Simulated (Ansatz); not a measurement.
`[Cl][GaH][CH2][GeH3]` and `C=C[CH2][GaH][Cl]` differ in one atom or group.

Ansatz, PBE0-D4/def2-TZVP geometries, multiplicity 1. Each molecule was computed in one conformer, which needn't be the lowest.

Scalar relativity is left out up to krypton.

```
                                          property  `[Cl][GaH][CH2][GeH3]`
size of the dipole moment (ωB97M-V/def2-TZVPP) / D                    2.45
               HOMO–LUMO gap (PBE/def2-TZVPP) / eV                    4.58
              HOMO–LUMO gap (PBE0/def2-TZVPP) / eV                    6.61
  size of the dipole moment (B3LYP/def2-TZVPP) / D                    2.45
             HOMO energy (ωB97M-V/def2-TZVPP) / eV                  -10.24
           HOMO–LUMO gap (ωB97M-V/def2-TZVPP) / eV                   10.45
```

Task: Give the same properties after the change, and the shifts. (Estimate.)

Result: The calculation gave: 
| property | `C=C[CH2][GaH][Cl]` | shift |
| --- | --- | --- |
| size of the dipole moment (ωB97M-V/def2-TZVPP) / D | 2.51 | 0.06 |
| HOMO–LUMO gap (PBE/def2-TZVPP) / eV | 3.85 | -0.73 |
| HOMO–LUMO gap (PBE0/def2-TZVPP) / eV | 5.69 | -0.92 |
| size of the dipole moment (B3LYP/def2-TZVPP) / D | 2.52 | 0.07 |
| HOMO energy (ωB97M-V/def2-TZVPP) / eV | -9.18 | 1.06 |
| HOMO–LUMO gap (ωB97M-V/def2-TZVPP) / eV | 9.54 | -0.91 |

With PBE0 the HOMO rises by 1.03 eV and the LUMO rises by 0.11 eV, so the gap narrows by about 0.92 eV. PBE moves the HOMO by 0.82 eV and ωB97M-V by 1.06 eV. The zero-point energy changes by 52.4 kJ/mol with +3 modes. Dipoles are sizes alone; their direction can turn.

Positive LUMOs are unbound, so they and the gaps depend on the basis.

B3LYP here is the variant with VWN-RPA as its local correlation; programs differ in this.
